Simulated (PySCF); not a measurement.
Ta⁺: excitation energy

Ta⁺ [Xe] 4f14 5d3 6s1 (5F) → Ta⁺ [Xe] 4f14 5d2 6s2 (3F), as a difference of total energies. Computed with PySCF 2.14 in aug-cc-pVTZ-PP with ECP60MDF (6s6p5d3f2g, 88 functions), with a scalar-relativistic core potential. Correlated levels: valence: 5s2 5p6 frozen. The calculations carry no spin-orbit coupling.

| method | excitation energy (cm⁻¹) |
| --- | --- |
| UHF | 12079 |
| LDA | 6790.3 |
| PBE | 9024.2 |
| PBE0 | 9696.7 |
| r2SCAN | 13702 |
| TPSS | 9100.3 |
| TPSSh | 9212.7 |
| LC-wPBE | 9876.3 |
| HSE06 | 9331.1 |
| MP2 (valence) | 6724.9 |
| SCS-MP2 (valence) | 2767.3 |

Errors of the correlated levels include the incompleteness of this basis and the frozen core.

Q: Which method comes closest to the reference value, and which is furthest?

A: The reference is 3455.5 cm⁻¹ (measured; NIST levels, between the centres of gravity of the two terms). Closest: SCS-MP2 (valence) (error -688.18 cm⁻¹); furthest: r2SCAN (error 10246 cm⁻¹).
